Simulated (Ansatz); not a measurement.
Consider the ligand exchange at a B–O bond: `BO[SiH]([SiH3])Cl` + `Cl[SiH2][SeH]` → `B[Se][SiH2]Cl` + `O[SiH]([SiH3])Cl`.

Calculated with Ansatz (gas phase, PBE0-D4/def2-TZVP geometries, no zero-point term in ΔE). CCSD(T)/CBS adds triple-zeta CCSD(T) − MP2 to the extrapolated MP2 energy (def2 sets, frozen cores). DFT in def2-TZVPP. B3LYP here is the variant with VWN-RPA as its local correlation; programs differ in this. For Se outer-core shells are correlated without core-valence functions, which leaves a few kJ/mol of doubt a bond. Scalar relativity is left out up to krypton. Each species was taken in one conformer, which may not be the lowest.

`BO[SiH]([SiH3])Cl`:

```xyz
11

B    -0.411    2.429   -0.033
O    -0.120    1.193    0.431
Si    0.653   -0.079   -0.291
Si   -0.420   -2.060    0.328
Cl    2.584   -0.129    0.407
H    -0.982    3.183    0.702
H    -0.104    2.736   -1.154
H     0.726    0.164   -1.754
H    -1.835   -2.029   -0.129
H    -0.371   -2.204    1.805
H     0.280   -3.203   -0.313
```

`Cl[SiH2][SeH]`:

```xyz
6

Cl   -0.417    2.274   -0.417
Si    0.290    0.409    0.047
Se   -1.428   -1.026   -0.333
H     1.451    0.116   -0.824
H     0.706    0.405    1.468
H    -0.602   -2.178    0.059
```

`B[Se][SiH2]Cl`:

```xyz
8

B     0.953   -1.516    0.276
Se   -0.745   -0.922    0.928
Si   -0.728    1.138   -0.050
Cl   -1.383    1.047   -1.990
H     1.286   -2.613    0.597
H     1.627   -0.810   -0.406
H    -1.659    2.007    0.702
H     0.651    1.671   -0.056
```

`O[SiH]([SiH3])Cl`:

Z-matrix (Å, degrees):
```
Si
Si 1 2.335
Cl 1 2.068 2 108.6
O 1 1.639 2 107.4 3 -119.7
H 1 1.486 2 114.5 3 116.6
H 2 1.487 1 110.4 3 -179.5
H 2 1.485 1 109.5 3 59.7
H 2 1.487 1 108.6 3 -59.9
H 4 0.959 1 118.4 2 180.0
```

```
             level  ΔE (kJ/mol)  difference from CCSD(T)/CBS
            PBE-D4         32.9                         -6.8
         r2SCAN-D4         39.1                         -0.6
           PBE0-D4         36.7                         -3.0
          B3LYP-D4         47.3                          7.6
           ωB97X-V         46.1                          6.4
           ωB97M-V         46.0                          6.3
            B2PLYP         45.9                          6.2
               PBE         33.8                         -5.9
            r2SCAN         39.1                         -0.6
              PBE0         37.4                         -2.3
             B3LYP         49.0                          9.3
     HF/def2-TZVPP         62.1                         22.4
    MP2/def2-TZVPP         37.6                         -2.1
SCS-MP2/def2-TZVPP         44.2                          4.5
   CCSD/def2-TZVPP         45.3                          5.6
CCSD(T)/def2-TZVPP         41.7                          2.0
     HF/def2-QZVPP         63.9                         24.2
    MP2/def2-QZVPP         37.1                         -2.6
SCS-MP2/def2-QZVPP         43.8                          4.1
      HF/CBS(def2)         64.2                         24.5
     MP2/CBS(def2)         35.5                         -4.2
    CCSD/CBS(def2)         43.2                          3.5
       CCSD(T)/CBS         39.7                            0
```

Largest T1 diagnostic among the species: 0.013.

In def2-TZVPP, CCSD(T) changes the Hartree–Fock value by −20.3 kJ/mol (the triples alone add −3.6 kJ/mol) and MP2 by −24.5 kJ/mol. From PBE to PBE0 (25 % exact exchange), in def2-TZVPP and without D4, ΔE moves by +3.6 kJ/mol.
